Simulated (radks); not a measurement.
Species: Cu14+. Configuration: [Ne] 3s2 3p3 (the NIST ground configuration). All-electron calculation, non-relativistic Kohn-Sham, LB94 model potential, spin-polarised, spherical densities, point nucleus; open shells are filled with parallel spins first. Program: a radial shooting solver on a logarithmic mesh with Libxc functionals. Some entries of the table are withheld. Estimate them.

orbital,occ.,eigenvalue (eV),r(max) (bohr),<1/r> (bohr^-1)
1s down,1,-9305.952,0.03488,28.55
1s up,1,-9305.578,0.03489,28.54
2s up,1,-1538.413,0.1992,6.246
2s down,1,-1537.949,0.1995,6.227
2p up,3,-1413.588,0.1587,6.219
2p down,3,-1411.758,0.1590,6.205
3s up,1,-516.0207,0.5734,2.312
3s down,1,-509.8710,0.5701,2.334
3p up,3,(1),0.5581,2.258
3p down,0,(2),0.5532,2.286

Answer. 
(1) 3p up eigenvalue (eV): -475.7587
(2) 3p down eigenvalue (eV): -470.3228
